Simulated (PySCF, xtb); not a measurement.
Si(F)2(I)(OMe) (CH3F2IOSi), SMILES CO[Si](F)(F)I.

Geometry optimised at B3LYP-D3(BJ)/def2-SVP. The structure was generated by enumeration, and PubChem lists no compound with its InChIKey, so it may never have been made. The def2 effective core potentials stand for the cores of I; spin–orbit coupling is left out. Other conformers were not sampled.

Method: IEF-PCM-PBE0/def2-SVP (PySCF).

The values are the electrostatic part of the solvation free energy, E(continuum) − E(gas) at the gas-phase geometry, in a cavity of scaled van der Waals radii (PySCF's table); cavitation and dispersion terms are not included. In vacuum the orbital gap is 7.72 eV. The dipole moment in vacuum is 2.61 D.

**Question.** Estimate the values in water (ε = 78.36), methanol (ε = 32.61), diethylether (ε = 4.24). (Estimate from the structure and the level; the computed values follow.)

**Answer.** 
```json
[
 {"solvent": "water", "ε": "78.36", "ΔG(elec) (kcal/mol)": "-3.2", "dipole (D)": "3.14", "gap (eV)": "7.74"},
 {"solvent": "methanol", "ε": "32.61", "ΔG(elec) (kcal/mol)": "-3.1", "dipole (D)": "3.12", "gap (eV)": "7.74"},
 {"solvent": "diethylether", "ε": "4.24", "ΔG(elec) (kcal/mol)": "-2.2", "dipole (D)": "2.97", "gap (eV)": "7.73"}
]
```

For comparison, GFN2-xTB/ALPB(water) (xtb, at the GFN2-xTB geometry, all terms of that model) gives -1.2 kcal/mol.
